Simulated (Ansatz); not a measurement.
The pair A = AlH3 (SMILES [AlH3]) (first 4 atoms), B = CHN (SMILES C#N); geometry from B3LYP-D3(BJ)/def2-TZVP.
(charge 0, multiplicity 1):
```xyz
7

Al    -0.16157     0.36406     0.26280
H      1.25365     0.82434    -0.29958
H     -1.23650     1.48888     0.59490
H     -0.69082    -1.08215    -0.13618
C      0.74140    -0.29309     3.26495
N      0.41956    -0.06061     2.19617
H      1.04290    -0.51053     4.26595
```

Frozen-core correlation. MP2 and its Hartree–Fock in aug-cc-pV(Q+d)Z are density fitted.

Run with Ansatz (Gaussian basis) for Hartree–Fock, density functionals and correlated methods. Each number belongs to the level named beside it.

The counterpoise-corrected interaction energy is E(AB) − E(A in the pair's basis) − E(B in the pair's basis). Total energies (hartree):

| level | AB | A in the pair's basis | B in the pair's basis |
|---|---|---|---|
| HF/aug-cc-pV(T+d)Z | -336.5791229 | -243.6409715 | -92.9107432 |
| MP2/aug-cc-pV(T+d)Z | -337.0304650 | -243.7374746 | -93.2589826 |
| HF/aug-cc-pV(Q+d)Z | -336.5874803 | -243.6437606 | -92.9160579 |
| MP2/aug-cc-pV(Q+d)Z | -337.0638258 | -243.7452141 | -93.2838337 |
| CCSD(T)/aug-cc-pV(T+d)Z | -337.0762021 | -243.7623940 | -93.2809775 |

**Question.** Work out the counterpoise-corrected interaction energy at the basis-set limit: extrapolate the MP2 correlation part as X⁻³, take Hartree–Fock from the larger set, and add the CCSD(T) − MP2 difference of aug-cc-pV(T+d)Z.

**Answer.** 
1. Differences (1 hartree = 627.509 kcal/mol): HF/aug-cc-pV(T+d)Z -17.199; MP2/aug-cc-pV(T+d)Z -21.340; HF/aug-cc-pV(Q+d)Z -17.358; MP2/aug-cc-pV(Q+d)Z -21.823; CCSD(T)/aug-cc-pV(T+d)Z -20.602.
2. Correlation parts, MP2 less HF: -4.141 in aug-cc-pV(T+d)Z (X = 3), -4.465 in aug-cc-pV(Q+d)Z (X = 4).
3. Limit (4³·(-4.465) − 3³·(-4.141))/(4³ − 3³) = -4.702; with HF/aug-cc-pV(Q+d)Z it gives -22.060.
4. CCSD(T) less MP2 in aug-cc-pV(T+d)Z: 0.739.
Result: -21.32 kcal/mol, against -21.34 at MP2/aug-cc-pV(T+d)Z. It is an estimate of this method's limit, not of the exact value.

Ansatz is a quantum-chemistry and plane-wave program.
